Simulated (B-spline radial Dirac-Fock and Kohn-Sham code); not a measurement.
## Binding energies of Tm²⁶⁺ at several levels of theory

System: thulium as Tm²⁶⁺, [Kr] 4d7.

The density-functional columns are spherical, spin-unpolarised Dirac-Kohn-Sham results without Breit or QED terms: −ε is minus the orbital energy of the initial state and ΔSCF the difference of two total energies. The reference in the last column comes from Dirac-Fock energy differences between relaxed states, corrected for Breit and QED terms. All numbers are from a B-spline atomic structure program, in eV; a selection of levels is shown. For the 1s level of heavy atoms much of the gap between ΔSCF and the reference is the Breit and QED part, -277.1 eV here; for other levels the error of the functional can be larger.

```
level   LDA −ε  LDA ΔSCF  Dirac-Fock
    K  60017.5   60542.1     60278.5
   L1  10847.9   10959.8     11020.3
   L2  10384.5   10522.0     10514.4
   L3   9406.0    9529.3      9546.0
   M1   3108.5    3154.0      3203.3
   M2   2905.1    2952.7      2983.3
   M3   2696.5    2741.5      2773.4
   M5   2303.7    2353.6      2359.3
   N1   1230.3    1254.2      1273.3
   N2   1146.0    1169.9      1178.4
   N3   1088.4    1111.3      1121.0
 N4,5    941.7     964.5       962.8
```

Values without a named source are computed, but for edge energies of neutral atoms, which are taken from tables.
